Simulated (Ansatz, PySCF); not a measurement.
Si(H)(Cl)(Br)(NH2) (BrClH3NSi), SMILES N[SiH](Cl)Br.

Geometry: B3LYP-D3(BJ)/def2-SVP. This is a generated structure with no PubChem entry under its InChIKey; it may be hypothetical. One conformer was computed; it need not be the lowest.

Vertical ionisation energy (IE) and electron affinity (EA) in eV. Rows of orbital energies are one-electron estimates. Where ΔSCF, EOM or ADC give a negative EA the extra electron is unbound and the value depends on the basis.

```
level                                                                        IE          EA
-------------------------------------------------------------------  ----------  ----------
−ε(HOMO), −ε(LUMO), ωB97X/def2-TZVP (PySCF)                               10.58       -2.12
−ε(HOMO), −ε(LUMO), PBE/def2-TZVP (PySCF)                                  6.72        0.97
ΔSCF, PBE0/def2-SVPD (Ansatz), final states of multiplicity 2 and 2  (withheld)  (withheld)
ΔSCF, PBE/def2-SVPD (Ansatz), final states of multiplicity 2 and 2         9.78       -0.89
```

**Question.** What belongs in the gaps? (The exact figures need the calculation; the answer reports its results.)

**Answer.** 
- ΔSCF, PBE0/def2-SVPD (Ansatz, a first-principles code), final states of multiplicity 2 and 2, IE: 10.24
- ΔSCF, PBE0/def2-SVPD (Ansatz), final states of multiplicity 2 and 2, EA: -1.10

**Question.** What vertical singlet–triplet gap does ΔSCF give with PBE0/def2-SVPD (Ansatz) and with PBE/def2-SVPD (Ansatz)? (An estimate is asked for; the answer gives what the named calculation found.)

**Answer.** 6.34 and 5.79 eV (triplet above singlet where positive).
